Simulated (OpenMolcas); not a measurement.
F³⁺: effect of the IPEA shift

```
Program             : OpenMolcas 26.06
Basis               : ANO-RCC-VDZP [3s2p1d]
Scalar Hamiltonian  : DKH2, point nucleus
Active space        : 2 electrons in 3 orbitals (2p)
State averaging     : 2S+1 = 3 even, 3 roots; 2S+1 = 1 even, 6 roots
Spin-orbit coupling : state interaction with AMFI integrals over the reference wave functions, term energies averaged over their components
```

Methods on the same reference wave functions:
A. CASSCF
B. SS-CASPT2, IPEA 0 Eh, imaginary shift 0.1 Eh (closed shells correlated: 1s 2s)
C. SS-CASPT2, IPEA 0.25 Eh, imaginary shift 0.1 Eh (closed shells correlated: 1s 2s)

Energies in cm⁻¹ above 2s² 2p² ³P₀, the measured ground level; measured values from Moore, Atomic Energy Levels, vol. I, NSRDS-NBS 35 (1971 reprint of NBS Circular 467, 1949).

| Level | A | B | C | Measured |
| --- | --- | --- | --- | --- |
| 2s² 2p² ³P₀ | 0.0 | 0.0 | 0.0 | 0.0 |
| 2s² 2p² ³P₁ | 199 | 199 | 199 | 225 |
| 2s² 2p² ³P₂ | 583 | 584 | 584 | 613 |
| 2s² 2p² ¹D₂ | 26093 | 25700 | 25510 | 25241 |
| 2s² 2p² ¹S₀ | 64481 | 57050 | 57050 | 53544 |

Deviations, from unrounded energies. A percentage is the sum of absolute deviations over the sum of measured energies, with the sign that they share, or ± where signs differ.

```
                        Against measurement  Levels      A     B     C
             mean absolute deviation (cm-1)       4   3000  1000   960
      fine structure of the ground term (%)       2   -6.8  -6.6  -6.6
other terms of the ground configuration (%)       2  +15.0  +5.0  +4.8
```

B, C lie about equally close to measurement and A furthest from it. The largest miss of C in the table is 2s² 2p² ¹S₀, by +3500 cm-1. The ranking rests on the paired levels alone, and a cruder setting can come out closer through cancelling errors.

Between B and C the level of the table that moves most is 2s² 2p² ¹D₂, by 190 cm-1 (lowest in C, highest in B). Moves below CASPT2's spread within the term are not significant.

The mean deviations of B to C differ by less than CASPT2's widest spread within a term (87 cm-1), so their order carries little weight.

From A to B the spin-free energies of the other terms of 2s² 2p² shown, above ³P, scale by factors of 0.88 to 0.98.

The lowest spin-free term lies below A's lowest term by 0.065 hartree in B, 0.062 hartree in C.

CASPT2 does not keep the components of a term degenerate, so their means are used; among the terms shown or strongly mixed into the levels shown the widest spread is 87 cm-1 (2s² 2p² ¹D, C). With the s shell closed, the reference lacks s² → p² mixing. The basis is small and was not contracted for so high a charge. Measured partners are found by configuration, term and J. A level has none where our copy of the source lacks it or the pairing is in doubt (some pairs that miss far off the trend of their configuration count as doubtful), and it then counts in no deviation. Only configurations of the active space appear.
